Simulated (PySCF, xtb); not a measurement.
C10H7N3, SMILES C1=CC2=CC=CC3=NC=NC(=C1)N23.

Harmonic wavenumbers (cm⁻¹) from GFN2-xTB (xtb) at its own minimum, in rising order: 110, 122, 208, 218, 426, 432, 434, 437, 448, 466, 488, 556, 642, 646, 662, 747, 760, 765, 792, 801, 826, 840, 856, 905, 916, 927, 1041, 1074, 1102, 1112, 1119, 1159, 1180, 1202, 1225, 1228, 1285, 1290, 1350, 1352, 1381, 1464, 1480, 1568, 1571, 1587, 1598, 3055, 3094, 3095, 3117, 3122, 3144, 3145.

Problem. What does PBE0-D3(BJ)/def2-SVP run with PySCF give at its own minimum? (The exact figures need the calculation; the answer reports its results.)

Solution. 126, 136, 220, 244, 452, 471, 480, 486, 487, 495, 518, 601, 660, 702, 703, 759, 788, 792, 832, 855, 863, 880, 886, 1006, 1012, 1020, 1034, 1081, 1099, 1111, 1133, 1181, 1196, 1258, 1273, 1281, 1327, 1354, 1402, 1439, 1457, 1551, 1568, 1663, 1666, 1718, 1719, 3172, 3219, 3219, 3247, 3251, 3268, 3268. Paired by order, the mean absolute difference is 57 cm⁻¹ and the zero-point energies are 92.3 and 96.7 kcal/mol.
